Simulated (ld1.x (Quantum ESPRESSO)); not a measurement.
Results of a calculation; reference values are marked as such.
Pseudopotentials across the periodic table

Generated with ld1.x 7.5 (TM, RRKJ, ultrasoft, PAW), atompaw 4.2 or ONCVPSP 4.0.1. The cutoff is in Ry: for ld1.x and atompaw files where the sum of valence levels is converged to 10 mRy in a Bessel basis, for ONCV files where the hardest occupied wave has 1 mHa per electron of residual kinetic energy. The error is the largest all-electron minus pseudo excitation energy over each file’s own four to seven test configurations (ionisations up to +4, promotions, holes and added fractions of an electron), all of which were solved. The labels leave out finer settings (local radius, basis sizes, second energies), which also bear on the numbers. Spin-polarised tests are not counted. The rows are a selection from randomly drawn settings: files with unsolved tests, undetermined cutoffs or missed reference levels are left out.

| element | potential | cutoff (Ry) | largest error (meV) | bound ghosts |
| --- | --- | --- | --- | --- |
| He | TM, PBEsol, scalar-relativistic, rc 0.60/1.02 (sp), local smoothed, core correction no, reference 1s2 | 140 | +4.7 | none |
| O | TM, PBE, non-relativistic, rc 0.65/0.90/0.95 (spd), local smoothed, core correction yes, reference 2s2 2p3.5 | 160 | +444 | none |
| Ne | TM, Wu–Cohen, fully relativistic, rc 0.65/0.85/0.75 (spd), local d, core correction yes, reference 2s2 2p6 | 230 | +370 | none |
| Al | RRKJ, PBEsol, scalar-relativistic, rc 2.35/2.30/2.40 (spd), local smoothed, core correction yes, reference 3s2 3p1 | 12 | +14 | none |
| Al | TM, LDA (PZ), non-relativistic, rc 1.72/1.65 (sp), local p, core correction yes, reference 3s2 3p1 | 21 | +4.2 | none |
| Ge | TM semilocal, PBE, scalar-relativistic, rc 1.55/1.45/1.55 (spd), local d, core correction yes, reference 4s1.5 4p2.5 | 45 | -28 | none |

Fill in the row for Cl: RRKJ, PBE, scalar-relativistic, rc 1.25/1.30/1.00 (spd), local s, core correction no, reference 3s2 3p5.

cutoff 60 Ry, largest error +201 meV, bound ghosts: none.

Fill in the row for Hf: TM, LDA (PZ), fully relativistic, rc 2.60/4.00/2.90 (spd), local smoothed, core correction yes, reference 5d2.5 6s1.5 6p0.

cutoff 18 Ry, largest error -38 meV, bound ghosts: none.
